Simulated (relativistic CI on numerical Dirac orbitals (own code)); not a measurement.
# What each ingredient does to the levels of K13+

Base calculation: Dirac-Coulomb-Breit CI, orbitals from a KLI potential per configuration, model QED, unscaled Slater integrals.

Configurations in the expansion (outside the closed core 1s2): 2s2 2p2, 2s 2p3, 2p4, 2p3 3s, 2p3 3p, 2p3 3d, 2s2 2p 3s, 2s2 2p 3p, 2s2 2p 3d, 2s 2p2 3s, 2s 2p2 3p, 2s 2p2 3d, 2s2 2p 4s, 2s2 2p 4p, 2s2 2p 4d, 2s2 2p 4f. Levels of other configurations are missing.

The lowest level and the first level of each name with at least 55 % of one term (blank where a level has no safe partner in the second run):

| Level | Base (eV) | Shift (eV) |
| --- | --- | --- |
| 2s2 2p2 3P_0 | 0.000 | 0.000 |
| 2s2 2p2 3P_1 | 1.633 | -0.005 |
| 2s2 2p2 3P_2 | 3.498 | -0.009 |
| 2s2 2p2 1D_2 | 12.237 | -0.010 |
| 2s2 2p2 1S_0 | 22.281 | -0.002 |
| 2s 2p3 5S°_2 | 30.105 | +0.130 |
| 2s 2p3 3D°_2 | 57.189 | +0.132 |
| 2s 2p3 3D°_1 | 57.283 | +0.131 |
| 2s 2p3 3D°_3 | 57.452 | +0.130 |
| 2s 2p3 3P°_0 | 67.068 | +0.130 |
| 2s 2p3 3P°_1 | 67.146 | +0.129 |
| 2s 2p3 3P°_2 | 67.374 | +0.128 |
| 2s 2p3 1D°_2 | 85.348 | +0.131 |
| 2s 2p3 3S°_1 | 85.377 | +0.134 |
| 2s 2p3 1P°_1 | 95.202 | +0.129 |
| 2p4 3P_2 | 129.129 | +0.271 |
| 2p4 3P_1 | 131.646 | +0.265 |
| 2p4 3P_0 | 132.349 | +0.264 |
| 2p4 1D_2 | 139.498 | +0.266 |
| 2p4 1S_0 | 158.143 | +0.257 |
| 2s2 2p 3s 3P°_0 | 444.849 | -0.044 |
| 2s2 2p 3s 3P°_1 | 445.427 | -0.045 |

At this charge energies of transitions that change n are usually good to better than 1 %, and those within a shell (Δn = 0) to a few per cent.

Task: One thing was changed in a second run, which moved the levels as shown. Which?
A. Breit term removed
B. configuration mixing switched off
C. QED terms removed
D. P86 correlation estimate

Result: C. QED terms removed. QED shifts follow the density of s (and p1/2) electrons at the nucleus, so configurations move by their count of such electrons; where none moves, the smaller shifts of p3/2 electrons and of j = l + 1/2 against j = l − 1/2 set the pattern.

LS names give the leading component of a level, which can be under half, so a name can repeat, a term be missing and a line seem to break the LS rules.
